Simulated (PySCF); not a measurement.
Compound: C7H9FO.
SMILES with atom numbers: `[CH3:1][O:2]/[CH:3]=[C:4]1\[CH:5]=[CH:6][CH2:7][C@@H:8]1[F:9]` (hydrogens: H10, H11, H12 on C1; H13 on C3; H14 on C5; H15 on C6; H16, H17 on C7; H18 on C8)

Method: PySCF 2.14.0, HF/def2-SV(P) geometry optimisation, gas phase; density fitting; the optimiser is geomeTRIC in internal coordinates, started from a GFN2-xTB structure.

Step 0: E = -12087.2612 eV
```
atom  x, y, z in Å  |  force x, y, z in eV/Å
C1      3.1312   -0.1698   -1.5648   -0.243   0.279   0.214
O2      2.0163    0.4044   -0.9259   -0.249  -0.878  -0.290
C3      0.9037   -0.3691   -0.8801   -0.237   0.761   0.397
C4     -0.2200    0.0254   -0.2719    0.764  -0.847  -0.700
C5     -0.4692    1.2589    0.4431   -0.312   0.493   0.362
C6     -1.6961    1.2716    0.9633    0.356   0.031  -0.171
C7     -2.4500    0.0115    0.6596   -0.024  -0.161  -0.045
C8     -1.4699   -0.8197   -0.1832    0.034  -0.861  -0.037
F9     -1.2026   -2.0358    0.4305   -0.143   0.516  -0.209
H10     3.9233    0.5760   -1.5302    0.027  -0.069  -0.034
H11     3.4623   -1.0766   -1.0483   -0.018   0.071   0.007
H12     2.9099   -0.4146   -2.6092   -0.008   0.054   0.058
H13     0.9632   -1.3397   -1.3612    0.072   0.041  -0.015
H14     0.2771    2.0273    0.5238    0.081   0.267   0.093
H15    -2.1371    2.0585    1.5486    0.028   0.294   0.138
H16    -3.3789    0.2132    0.1237   -0.111  -0.038   0.000
H17    -2.7007   -0.5296    1.5748   -0.076  -0.106  -0.051
H18    -1.8712   -1.0854   -1.1688    0.060   0.153   0.285
```

Question: Estimate the geometry and energy of step 1. (The exact step hangs on the optimiser's Hessian estimate; all steps are aligned on step 0, rigid shifts and turns removed.)

Answer: E = -12087.3029 eV, largest force 0.257 eV/Å
```
atom  x, y, z in Å  |  force x, y, z in eV/Å
C1      3.1158   -0.1380   -1.5800   -0.002  -0.033  -0.076
O2      2.0315    0.3213   -0.8356    0.082   0.101   0.009
C3      0.9181   -0.4201   -0.8320    0.073  -0.206  -0.124
C4     -0.2020   -0.0263   -0.2489   -0.151   0.172   0.116
C5     -0.4517    1.2481    0.4432    0.080  -0.082  -0.073
C6     -1.6867    1.2875    0.9275   -0.075   0.058   0.096
C7     -2.4560    0.0210    0.6415    0.013  -0.002  -0.041
C8     -1.4669   -0.8573   -0.1524   -0.032   0.178   0.008
F9     -1.2422   -2.0341    0.5034    0.045  -0.144   0.049
H10     3.9264    0.5750   -1.4454   -0.011   0.008   0.013
H11     3.4492   -1.1217   -1.2356   -0.017   0.009   0.011
H12     2.8693   -0.1964   -2.6452    0.012  -0.003   0.023
H13     0.9860   -1.3857   -1.3270    0.001   0.029   0.061
H14     0.2900    2.0297    0.5258   -0.011  -0.016   0.008
H15    -2.1122    2.1183    1.4782    0.010  -0.035  -0.023
H16    -3.3737    0.2162    0.0791    0.002  -0.005   0.000
H17    -2.7444   -0.5027    1.5566   -0.009  -0.004  -0.008
H18    -1.8591   -1.1285   -1.1297   -0.010  -0.026  -0.050
```

The energy changes by -0.0416 eV. The first-order estimate −F·Δx gives -0.1108 eV and the mean of the old and new forces, exact on a quadratic surface, -0.0464 eV. The step makes an angle of 83° with the force vector and moves no atom by more than 0.225 Å.

The cost below is that of the whole optimisation. The run took 69 s wall on Intel Xeon at 2.70 GHz, one thread, on a shared host, and the process peaked at 0.56 GiB of memory.
